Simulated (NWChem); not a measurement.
# CF$_{2}$

```xyz
3

F      1.0291     0.0000    -0.1980
C      0.0000     0.0000     0.5940
F     -1.0291     0.0000    -0.1980
```
Charge 0, spin multiplicity 1.

All runs are NWChem calculations. All single points use one geometry, from B3LYP/def2-SVP, a minimum by its harmonic frequencies.

Symmetry labels belong to the abelian group C2v used in the runs, with the axes of the coordinates shown.

B3LYP has NWChem's definition, with VWN1-RPA local correlation. The structure started from a generated list of species.

Task: List the lowest 4 singlet excitations that TD-B3LYP/def2-SVPD, VWN1-RPA local correlation gives, with oscillator strengths.

Result: 
| state | symmetry | energy (eV) | wavelength (nm) | f |
|---|---|---|---|---|
| 1 | b2 | 4.69 | 264 | 0.030 |
| 2 | a2 | 8.10 | 153 | 0.000 |
| 3 | a1 | 9.07 | 137 | 0.014 |
| 4 | b1 | 9.53 | 130 | 0.017 |
